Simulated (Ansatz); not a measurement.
chloro(chlorosilyloxy)silane (Cl2H4OSi2), SMILES [SiH2](Cl)O[SiH2]Cl.

The structure is a stationary point at B3LYP-D3(BJ)/def2-SVP. Other conformers were not sampled.

Two levels are set side by side: PBE/def2-SVPD (Ansatz, an electronic-structure program) and PBE0/def2-SVPD (Ansatz). Energy differences of separate SCF runs at the same geometry; the states with an electron removed or added have multiplicity 2 and 2. Differences are taken from unrounded values.

```json
[
 {"quantity": "vertical ionisation energy (eV)", "PBE0": "10.79", "PBE": "10.14", "PBE minus PBE0": "-0.65"},
 {"quantity": "vertical singlet–triplet gap (eV)", "PBE0": "7.20", "PBE": "6.48", "PBE minus PBE0": "-0.73"}
]
```
